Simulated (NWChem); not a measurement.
# CHS$_{2}$ cation; SMILES S=C=[SH+]

```xyz
4

S      0.0223    -1.6069     0.0000
C     -0.0247    -0.1001     0.0000
S      0.0674     1.5374     0.0000
H     -1.2874     1.7130     0.0000
```
Atoms are numbered in this order, from 1.

Structure relaxed at the PBE0/def2-SVP level.

Symmetry labels are those of Cs in the frame above (b1 and b2, or b-type labels, depend on it).

List the 6 lowest vertical singlet excitations from PBE/def2-SVP, full TDDFT (NWChem).


```csv
state,energy (eV),oscillator strength,symmetry,leading excitation (squared amplitude)
S1,3.34,0.000,a",HOMO → LUMO (1.00)
S2,4.93,0.017,a',HOMO → LUMO+1 (0.58)
S3,5.92,0.001,a",HOMO−1 → LUMO+1 (0.77)
S4,6.17,0.000,a",HOMO−2 → LUMO (0.77)
S5,7.04,0.128,a',HOMO−3 → LUMO (0.39)
S6,7.12,0.001,a",HOMO → LUMO+2 (0.99)
```
